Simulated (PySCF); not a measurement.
**Input and output**

WO2F2 (singlet). PySCF 2.14.0, RKS PBE0, W def2-SVP with ECP60, O def2-SVP, F def2-SVP; non-relativistic Hamiltonian with scalar-relativistic core potentials where named; density fitting; no spin-orbit coupling. Purpose: singlet excitations, Tamm-Dancoff PBE0.

```python
mol = gto.M(atom='''
W     -0.00000     0.00000    -0.02494
O      0.96115     0.96115     1.00331
O     -0.96115    -0.96115     1.00331
F      1.11177    -1.11177    -1.02153
F     -1.11177     1.11177    -1.02153''',
    basis={'W': 'def2-SVP', 'O': 'def2-SVP', 'F': 'def2-SVP'},
    ecp={'W': 'def2-SVP'},
    charge=0, spin=0)
mf = dft.RKS(mol, xc='PBE0')
mf.grids.atom_grid = (50, 194)
mf = mf.density_fit()  # fitting sets: W def2-universal-JKFIT, O def2-universal-JKFIT, F def2-universal-JKFIT
mf.conv_tol = 1e-08; mf.max_cycle = 55
mf.kernel(dm0)  # dm0: converged density of the relaxed state
td = mf.TDA(); td.nstates = 8; td.kernel()
```

Run from Python with OMP_NUM_THREADS=2; the lines above give its settings. Where DIIS fails, smearing, a level shift and second-order steps follow.
It took 18 s on 2 threads of Arm Neoverse V2, on a shared host, from an already converged density.

Where do the frontier levels lie, over both spins?

HOMO -9.78 eV, LUMO -2.67 eV. 

What are the Mulliken charges and spins?


```tsv
atom	charge (e)	spin (e)
W1	1.342	0.000
O2	-0.339	0.000
O3	-0.339	0.000
F4	-0.333	0.000
F5	-0.333	0.000
```

Which singlet excitations follow (Tamm-Dancoff, 8 states)?


```json
{"state": "1", "eV": "5.33", "oscillator strength": "0.0008"}
{"state": "2", "eV": "5.42", "oscillator strength": "0.0068"}
{"state": "3", "eV": "6.14", "oscillator strength": "0.0062"}
{"state": "4", "eV": "6.50", "oscillator strength": "0.0000"}
{"state": "5", "eV": "6.64", "oscillator strength": "0.0013"}
{"state": "6", "eV": "6.66", "oscillator strength": "0.0000"}
{"state": "7", "eV": "6.75", "oscillator strength": "0.0000"}
{"state": "8", "eV": "6.79", "oscillator strength": "0.0024"}
```
Functionals without range separation put charge-transfer states too low; the basis has no diffuse functions.

The geometry was relaxed with r2SCAN (W def2-SVP with ECP60, O def2-SVP, F def2-SVP).
